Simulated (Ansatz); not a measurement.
A structure relaxed at PBE-D4/def2-SVP in Ansatz, charge 1, doublet:

```
atom   x (Å)   y (Å)   z (Å)
 Si1   0.942   1.055   1.294
 Cu2  -0.664  -0.054  -1.920
 Cu3   1.197  -0.564  -0.381
 Cu4  -0.959  -1.765  -0.311
 Cu5   0.572   1.782  -0.873
 Cu6  -1.176   0.587   0.409
 Cu7   0.088  -1.041   1.781
```

(1) Give its formula and point group.

(2) Summarise the bond lengths by kind (pairs closer than 1.2 times the sum of covalent radii, bridged metal pairs left out).

Answers

(1) the cluster Cu6Si⁺. Point group C2v (tolerance 0.1 Å).

(2) 12 × Cu–Cu 2.37 to 2.75 Å; 4 × Cu–Si 2.32 to 2.34 Å.

Another isomer (doublet) lies 0.48 eV lower at PBE0-D4/def2-TZVP; other spin states weren't run for this one.
